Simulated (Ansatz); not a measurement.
Mulliken charges of ClF₂SSi, SMILES `F[Si](F)([S])Cl` radical from B3LYP/def2-TZVPP in Ansatz (PBE0-D4/def2-TZVP geometry).

| atom | x (Å) | y (Å) | z (Å) | charge (e) |
| --- | --- | --- | --- | --- |
| F1 | 0.139 | -0.250 | 1.615 | -0.278 |
| Si2 | 0.064 | -0.094 | 0.049 | 0.855 |
| F3 | 1.086 | -1.145 | -0.528 | -0.278 |
| S4 | -1.871 | -0.355 | -0.698 | -0.125 |
| Cl5 | 0.631 | 1.770 | -0.479 | -0.173 |

By hand: the dipole of these point charges (1 e Å = 4.8032 D).

Σ q r = (-0.161, 0.046, -0.090) e Å, of length 0.190 e Å = 0.91 D.

How does the dipole of the full density compare? (Estimate.)

Computed: (-0.130, 0.070, -0.087) e Å, 0.82 D; the point charges give 1.11 times that, at 11° from its direction.

Point charges leave out the atoms' own dipoles, such as those of lone pairs, and Mulliken's split depends on the basis, so the close match here is no proof of good charges.

B3LYP here is the variant with VWN-RPA as its local correlation; programs differ in this.
